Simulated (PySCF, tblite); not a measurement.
Isomers of C5H7F4P, one GFN2-xTB conformer each. Single-point energies are computed at PBE0/pcSseg-1 (PySCF, gas phase, no added dispersion term), electronic only.

```csv
SMILES,GFN2-xTB relative energy (kcal/mol)
CC/C(F)=P/CC(F)(F)F,0.0
C/C(F)=P/CCC(F)(F)F,0.9
CC(C)/C(F)=P/C(F)(F)F,5.8
```

Conformers: `[CH3:1][CH2:2]/[C:3]([F:4])=[P:5]/[CH2:6][C:7]([F:8])([F:9])[F:10]` with C1–C2–C3–F4 -179°, C3–P5–C6–C7 -95°; `[CH3:1]/[C:2]([F:3])=[P:4]/[CH2:5][CH2:6][C:7]([F:8])([F:9])[F:10]` with C2–P4–C5–C6 -73°, P4–C5–C6–C7 -172°; `[CH3:1][CH:2]([CH3:3])/[C:4]([F:5])=[P:6]/[C:7]([F:8])([F:9])[F:10]` with C1–C2–C4–F5 68°.

Q: What does PBE0/pcSseg-1 give for the same structures?

A: 
| SMILES | PBE0/pcSseg-1 E (Eh) | PBE0/pcSseg-1 (kcal/mol) | GFN2-xTB (kcal/mol) | point group |
| --- | --- | --- | --- | --- |
| C/C(F)=P/CCC(F)(F)F | -934.65822 | 0.0 | 0.9 | C1 |
| CC/C(F)=P/CC(F)(F)F | -934.65344 | 3.0 | 0.0 | C1 |
| CC(C)/C(F)=P/C(F)(F)F | -934.63774 | 12.8 | 5.8 | C1 |

GFN2-xTB puts CC/C(F)=P/CC(F)(F)F lowest instead; measured from each level's own lowest isomer, the values differ by up to 7.0 kcal/mol (CC(C)/C(F)=P/C(F)(F)F: 5.8 against 12.8). 

Q: Which frontier levels, dipoles and rotational constants go with these structures?

A: 
```json
{"SMILES": "C/C(F)=P/CCC(F)(F)F", "HOMO (eV, PBE0/pcSseg-1)": "-7.20", "LUMO (eV)": "-1.60", "dipole (D)": "3.18", "A, B, C (MHz)": "2430, 496.9, 457.3"}
{"SMILES": "CC/C(F)=P/CC(F)(F)F", "HOMO (eV, PBE0/pcSseg-1)": "-7.29", "LUMO (eV)": "-1.59", "dipole (D)": "2.99", "A, B, C (MHz)": "2283, 624.7, 569.4"}
{"SMILES": "CC(C)/C(F)=P/C(F)(F)F", "HOMO (eV, PBE0/pcSseg-1)": "-7.63", "LUMO (eV)": "-2.00", "dipole (D)": "3.89", "A, B, C (MHz)": "2241, 675.3, 604.9"}
```

Q: What happens when harmonic zero-point energies from GFN2-xTB frequencies are added?

A: 
| SMILES | ZPE (kcal/mol) | electronic (kcal/mol) | with ZPE (kcal/mol) |
| --- | --- | --- | --- |
| C/C(F)=P/CCC(F)(F)F | 71.8 | 0.0 | 0.0 |
| CC/C(F)=P/CC(F)(F)F | 71.8 | 3.0 | 3.0 |
| CC(C)/C(F)=P/C(F)(F)F | 72.1 | 12.8 | 13.1 |

The zero-point energies span 0.3 kcal/mol. The order is unchanged.
